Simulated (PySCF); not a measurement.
**LuBr3: fields on a plane**

Level of theory: PySCF, B3LYP, basis Lu def2-SVP with ECP28, Br def2-SVP (scalar-relativistic core potentials, no spin–orbit coupling, density fitting).

The singlet minimum has Lu–Br 2.549 Å (×3); Br–Lu–Br 120.0° (×3).

The plane holds Lu1 at (0.00, 0.00), Br2 at (2.55, 0.00), Br3 at (-1.27, 2.21), Br4 at (-1.27, -2.21) Å. Columns run from x = -3.15 to 4.95 Å, rows from y = 4.65 (top) to -4.35 Å, in steps of 0.3 Å. Other isomers or separated fragments may lie lower. Core electrons replaced by a potential are absent, the electrostatic potential uses the reduced nuclear charge, and values within about 0.7 Å of such atoms have no physical meaning.

**Question.** Give the electrostatic potential (V) (cut at 20 V). Every second row and column.

**Answer.** 
```
-0.2 -0.2 -0.2 -0.2 -0.3 -0.2 -0.2 -0.1 -0.1 -0.1 -0.1 -0.1 -0.1 -0.1
-0.2 -0.2 -0.1  0.0 -0.2 -0.3 -0.3 -0.2 -0.1 -0.1 -0.1 -0.1 -0.1 -0.1
-0.2  0.1  1.8  3.8  2.1  0.1 -0.3 -0.2 -0.1 -0.1 -0.1 -0.1 -0.1 -0.1
-0.2  1.5 14.9 20.0 20.0  2.5  0.0  0.0  0.0 -0.1 -0.2 -0.2 -0.2 -0.1
-0.2  3.0 20.0 20.0 20.0  6.4  0.9  0.5  0.2 -0.2 -0.3 -0.3 -0.2 -0.2
-0.3  1.5 18.4 20.0 20.0  6.5  3.8  2.2  0.7  0.2  0.1 -0.2 -0.3 -0.2
-0.2  0.2  2.7  7.8 11.4 17.1 14.0  6.3  3.3  7.0  6.9  1.8  0.0 -0.2
 0.0  0.3  1.9  7.2 20.0 20.0 20.0 13.9 12.8 20.0 20.0 10.7  0.8 -0.2
 0.0  0.4  2.2  8.5 20.0 20.0 20.0 17.2 18.4 20.0 20.0 16.2  1.1 -0.1
-0.1  0.2  1.7  6.0 17.1 20.0 20.0  9.7  6.9 20.0 20.0  5.1  0.3 -0.2
-0.3  0.6  7.2 20.0 14.2  8.9  7.3  3.9  1.5  1.7  1.6  0.3 -0.2 -0.2
-0.2  2.5 20.0 20.0 20.0  6.5  1.9  1.2  0.4 -0.1 -0.3 -0.3 -0.3 -0.2
-0.2  2.5 20.0 20.0 20.0  4.7  0.3  0.2  0.0 -0.1 -0.2 -0.2 -0.2 -0.2
-0.2  0.7  5.6 14.0  7.5  0.9 -0.2 -0.1 -0.1 -0.1 -0.1 -0.1 -0.1 -0.1
-0.2 -0.1  0.4  0.8  0.3 -0.3 -0.3 -0.2 -0.1 -0.1 -0.1 -0.1 -0.1 -0.1
-0.2 -0.2 -0.2 -0.2 -0.3 -0.3 -0.2 -0.1 -0.1 -0.1 -0.1 -0.1 -0.1 -0.1
```

**Question.** Give the electron localisation function (set to 0 where the density is under 0.005 e/Å³). Lower edges of the bins: '0' 0.000, '1' 0.085, '2' 0.170, '3' 0.255, '4' 0.340, '5' 0.425, '6' 0.511, '7' 0.596, '8' 0.681, '9' 0.766; top 0.85.

**Answer.** 
```
0000000000000000000000000000
0000112220000000000000000000
0012344443200000000000000000
0124567766430000000000000000
1346899998652000000000000000
2468999999864100000000000000
3689952389975200000000000000
4799628628986200000000000000
5799379827986200001110000000
5799549818975100134443210000
4689831169841001466666531000
3579998887310003688988753100
2467899742221004899999874200
0245664224666215997579985310
0012321155446515952426996410
0000000274774626828282997420
0000000274774626828282997420
0012321155446515952426996410
0245664224666215997579985310
2467899742221004899999874200
3579998887310003688988753100
4689831169841001466666531000
5799549818975100134443210000
5799379827986200001110000000
4799628628986200000000000000
3689952389975200000000000000
2468999999864100000000000000
1346899998652000000000000000
0124567766430000000000000000
0012344443200000000000000000
0000112220000000000000000000
```
